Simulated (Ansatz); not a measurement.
One arrangement of a pair

The pair of Br⁻ (SMILES [Br-], atom 1) and H₂Te (SMILES [TeH2], atoms 2–4), both closed shells, in one local arrangement (a lower one may exist), relaxed at PBE0-D4/def2-TZVPD:

Br1  (0.239, 1.635, -2.220)
Te2  (-0.044, 0.258, 0.640)
H3  (-0.005, -1.050, -0.365)
H4  (-0.189, -0.842, 1.945)
(Å)

Ansatz 0.2.0; basis: def2-TZVPPD, with def2-QZVPPD for the basis limit; cores frozen in the correlated methods. Filled d shells of the heavier atoms are correlated. Core potentials replace the inner electrons of the atoms past krypton. The def2 sets are not built for correlating such inner shells, so the correlated values are less sure here. B3LYP uses VWN-RPA correlation. Extrapolation: Hartree–Fock as exp(−7.88 √X), correlation as X^−2.97. Interaction energies count from these two fragments, frozen as in the pair, with the counterpoise correction; negative means bound.

**Question.** What is the interaction energy by CCSD(T) at an estimated basis limit (MP2 extrapolated from triple and quadruple zeta, plus CCSD(T) − MP2 in triple zeta)? (An estimate is asked for; the value comes from the calculation.)

**Answer.** The calculation gives: -11.74 kcal/mol. Hartree–Fock alone gives -5.45 kcal/mol at the basis limit. It counts from the two fragments frozen as in the pair.

The same quantity by other methods in triple zeta, and each one's difference from that estimate:
```tsv
method	E_int (kcal/mol)	difference
PBE-D4	-13.92	-2.18
revPBE-D4	-13.07	-1.33
BLYP-D4	-12.32	-0.58
r2SCAN-D4	-12.60	-0.86
B97M-V	-12.82	-1.08
PBE0-D4	-12.87	-1.13
B3LYP-D4	-11.89	-0.15
HSE06-D4	-12.99	-1.25
wB97X-V	-10.99	0.75
wB97M-V	-11.19	0.55
B2PLYP	-9.80	1.94
HF	-5.26	6.48
MP2	-10.46	1.28
CCSD	-8.61	3.13
CCSD(T)	-9.37	2.37
```
Differences are method less estimate.

**Question.** Which atoms make the shortest contact between the fragments?

**Answer.** Br1 and Te2, 3.19 Å apart.

Energy to bend the free fragments (PBE0-D4 minima) into their shapes in the pair, CCSD(T)/def2-TZVPPD: H₂Te 0.86 kcal/mol. This must be added to the interaction energy to get the binding energy from relaxed fragments.

Basis-set superposition shift (counterpoise-corrected less uncorrected): CCSD(T) 1.28; MP2 1.24; HF 0.10; PBE0-D4 0.09; wB97M-V 0.09 kcal/mol.

T1 diagnostic: at most 0.011.

For scale, one of the runs: CCSD(T)/def2-TZVPPD, 150 basis functions, launched by `ansatz run in.yaml --threads 2 --pin off --events-out ev --progress --plain --max-ram 5222MiB`. Hardware: 2 CPU threads of an Intel Xeon 6975P-C, shared host. Wall time 9.5 s; peak host memory 0.86 GiB.
